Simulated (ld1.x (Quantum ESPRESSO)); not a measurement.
**Varying the TM potential for beryllium (Be)**

Base potential:

- Element: beryllium
- Generator: ld1.x (Quantum ESPRESSO) 7.5
- Type: norm-conserving Troullier–Martins (Kleinman–Bylander form)
- Functional: PW91
- Relativity: scalar-relativistic
- Frozen core: none
- Valence charge: 4
- Reference configuration: 1s2 2s1 2p0 (charge +1)
- Partial waves: 2p (bound, empty): rc 4.05 bohr; 3d channel at -0.1 Ry: rc 3.90 bohr; 1s (bound): rc 0.50 bohr
- Local potential: the s channel
- Core correction: none

Occupied shells without a wave of their own: 2s. They enter only through the test configuration that unscreens the potential.

All-electron outer shells of the reference configuration (PW91, scalar-relativistic, ld1.x):

```
shell  level (eV)  outermost node (bohr)  outermost maximum (bohr)
   1s     -118.04                      –                      0.27
   2s      -13.73                   0.59                      1.89
   2p       -9.80                      –                      1.89
```

Cutoffs, loose and tight: the cutoffs (Ry, on a coarse ladder) from which the occupation-weighted sum of valence levels, in a spherical-Bessel basis at the reference potential, stays within 10 and 1 mRy of its value at 400 Ry. They do not see the model core or the augmentation charge, which bear on the density cutoff. Test errors are all-electron minus pseudo excitation energies from the reference, over the configurations 1s2 2s2 2p0; 1s2 2s0 2p0; 1s2 2s1.5 2p0; 1s2 2s0 2p2; 1s1 2s2 2p0; 1s2 2s0 2p1; 1s2 2s1 2p1. A dash means not determined; rows that change the core or the reference have their own tests. The largest error is taken over the tests solved by every variant that gives reliable tests at all: 1s1 2s2 2p0; 1s2 2s0 2p0; 1s2 2s0 2p1; 1s2 2s1.5 2p0; 1s2 2s2 2p0.

A true bound ghost makes a file unfit for plane-wave use even where its test errors are small: the radial tests pick states by their node count and pass the ghost by. Where a test does run into it, the solver fails or the error is huge.

| change | outcome | cutoff, loose | cutoff, tight | bound ghosts | largest test error (meV) |
| --- | --- | --- | --- | --- | --- |
| base | generated | 300 Ry | over 300 Ry | none | +65 |
| wave 3d channel at -0.1 Ry: rc 3.90 bohr becomes 3d channel at 0.2 Ry: rc 3.90 bohr | generated | 300 Ry | over 300 Ry | none | +65 |
| functional PBE | generated | 300 Ry | over 300 Ry | none | +65 |
| wave 1s (bound): rc 0.50 bohr becomes 1s (bound): rc 0.46 bohr | generated | over 300 Ry | over 300 Ry | p | +40 |
| wave 2p (bound): rc 4.05 bohr becomes 2p (bound): rc 6.22 bohr | generated | 300 Ry | over 300 Ry | p | +65 |
| non-relativistic | generated | 300 Ry | over 300 Ry | none | +63 |
| wave 3d channel at -0.1 Ry: rc 3.90 bohr becomes 3d channel at -0.1 Ry: rc 2.34 bohr | generated | 300 Ry | over 300 Ry | none | +65 |
| all radii scaled by about 1.29 (s 0.64, p 5.22, d 5.02 bohr) | generated | 230 Ry | over 300 Ry | none | +206 |
